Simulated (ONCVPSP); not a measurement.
## u(r) = r·R(r): atom against pseudo-atom (nitrogen (N))

Columns: radius, all-electron u(r) and pseudo u(r) of the 2p shell (level -7.51 eV) of nitrogen in the configuration [He] 2s1 2p4; PBE, scalar-relativistic, ONCV scheme, ONCVPSP 4.0.1.

| r (bohr) | all-electron | pseudo |
| --- | --- | --- |
| 0.110 | 0.0858 | 0.0275 |
| 0.220 | 0.2449 | 0.1059 |
| 0.330 | 0.4038 | 0.2235 |
| 0.440 | 0.5369 | 0.3635 |
| 0.550 | 0.6385 | 0.5072 |
| 0.660 | 0.7104 | 0.6373 |
| 0.770 | 0.7557 | 0.7409 |
| 0.880 | 0.7786 | 0.8104 |
| 0.990 | 0.7838 | 0.8449 |
| 1.100 | 0.7756 | 0.8481 |
| 1.210 | 0.7575 | 0.8270 |
| 1.320 | 0.7324 | 0.7900 |
| 1.430 | 0.7026 | 0.7447 |
| 1.540 | 0.6699 | 0.6970 |
| 1.650 | 0.6355 | 0.6507 |
| 1.760 | 0.6005 | 0.6077 |
| 1.870 | 0.5655 | 0.5682 |
| 1.980 | 0.5312 | 0.5319 |
| 2.090 | 0.4978 | 0.4979 |
| 2.200 | 0.4656 | 0.4656 |
| 2.310 | 0.4348 | 0.4348 |
| 2.420 | 0.4055 | 0.4055 |
| 2.530 | 0.3778 | 0.3778 |
| 2.640 | 0.3516 | 0.3516 |
| 2.750 | 0.3270 | 0.3270 |
| 2.860 | 0.3039 | 0.3039 |

Task: How many radial nodes do the two functions have?

Result: The all-electron 2p function has n − l − 1 = 0; the pseudo-wave has 0.

Task: At about which radius was the pseudo-wave matched?

Result: 2.20 bohr. The columns agree to 0.0005 from 2.09 bohr on; several derivatives are matched, so the curves merge somewhat inside the radius.

Task: Where does each function peak?

Result: Outermost all-electron maximum near 0.99 bohr, pseudo maximum near 1.10 bohr (to the table’s step).

Task: Is the pseudo-wave norm-conserving?

Result: Yes: the ONCV scheme keeps the norm inside the radius equal to the all-electron one, which fixes the energy derivative of the logarithmic derivative at the level.
